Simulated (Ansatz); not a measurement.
Computed with Ansatz on PBE0-D4/def2-TZVP structures; ΔE is electronic, products minus reactants. CBS: MP2 limit from def2 TZ/QZ plus the TZ coupled-cluster correction, frozen cores. This one scheme is used for every species. DFT in def2-TZVPP. For Se outer-core shells are correlated without core-valence functions, which leaves a few kJ/mol of doubt a bond. Scalar relativity is left out up to krypton. One conformer a species, not always the lowest.

Reaction (ligand exchange at the Si–C bond): `FC[SiH2][SiH3]` + H₂Se → `[SiH3][SiH2][SeH]` + `CF`

`FC[SiH2][SiH3]`:

Cartesian coordinates in Å:
```
F -0.765 2.084 -0.422
C -1.454 0.930 -0.062
Si -0.427 -0.612 -0.492
Si 1.705 -0.462 0.458
H -2.415 0.930 -0.587
H -1.659 0.976 1.013
H -1.161 -1.791 0.049
H -0.334 -0.752 -1.971
H 2.451 -1.730 0.237
H 2.473 0.658 -0.147
H 1.586 -0.230 1.923
```

H₂Se:

```xyz
3

Se    0.065   -0.670    0.126
H     0.721    0.539    0.636
H    -0.786    0.130   -0.762
```

`[SiH3][SiH2][SeH]`:

Cartesian coordinates in Å:
```
Si -1.204 -0.212 0.665
Si 0.441 -0.010 -0.981
Se 2.202 1.207 -0.173
H -2.338 -1.055 0.198
H -1.710 1.136 1.030
H -0.601 -0.846 1.869
H 0.884 -1.344 -1.469
H -0.041 0.782 -2.143
H 2.367 0.341 1.003
```

`CF`:

Cartesian coordinates in Å:
```
C 0.031 0.052 -0.007
F -0.659 -1.129 0.149
H -0.217 0.722 0.820
H -0.257 0.511 -0.956
H 1.103 -0.157 -0.006
```

| level | ΔE (kJ/mol) | difference from CCSD(T)/CBS |
| --- | --- | --- |
| PBE-D4 | -82.3 | 4.9 |
| PBE | -81.2 | 6.0 |
| PBE0 | -85.4 | 1.8 |
| HF/def2-TZVPP | -88.4 | -1.2 |
| MP2/def2-TZVPP | -90.5 | -3.3 |
| CCSD/def2-TZVPP | -82.7 | 4.5 |
| HF/def2-QZVPP | -88.3 | -1.1 |
| MP2/def2-QZVPP | -93.0 | -5.8 |
| MP2/CBS(def2) | -94.8 | -7.6 |
| CCSD/CBS(def2) | -87.1 | 0.1 |
| CCSD(T)/CBS | -87.2 | 0 |

Largest T1 diagnostic among the species: 0.012.

From PBE to PBE0 (25 % exact exchange), in def2-TZVPP and without D4, ΔE moves by −4.2 kJ/mol.
